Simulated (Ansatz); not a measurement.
Mulliken charges of CH$_{4}$Cl$_{2}$GaN, SMILES `C[NH][Ga]([Cl])[Cl]` from ωB97M-V/def2-TZVPP in Ansatz (PBE0-D4/def2-TZVP geometry).

| atom | x (Å) | y (Å) | z (Å) | charge (e) |
| --- | --- | --- | --- | --- |
| C1 | -0.289 | -1.202 | 0.534 | -0.213 |
| N2 | 0.227 | 0.149 | 0.552 | -0.277 |
| Ga3 | 0.246 | 1.312 | -0.811 | 0.514 |
| Cl4 | -0.552 | 0.751 | -2.701 | -0.240 |
| Cl5 | 1.059 | 3.260 | -0.566 | -0.237 |
| H6 | -1.103 | -1.337 | 1.255 | 0.118 |
| H7 | 0.489 | -1.940 | 0.755 | 0.118 |
| H8 | -0.688 | -1.433 | -0.456 | 0.105 |
| H9 | 0.612 | 0.441 | 1.436 | 0.110 |

Task: By hand: the dipole of these point charges (1 e Å = 4.8032 D).

Result: Σ q r = (-0.071, -0.552, 0.446) e Å, of length 0.713 e Å = 3.42 D.

Task: How does the dipole of the full density compare? (Best estimate.)

Result: The calculation gave: (-0.003, -0.354, 0.422) e Å, 2.65 D; the point charges give 1.29 times that, at 12° from its direction.

Point charges leave out the atoms' own dipoles, such as those of lone pairs, and Mulliken's split depends on the basis, so the two needn't agree.
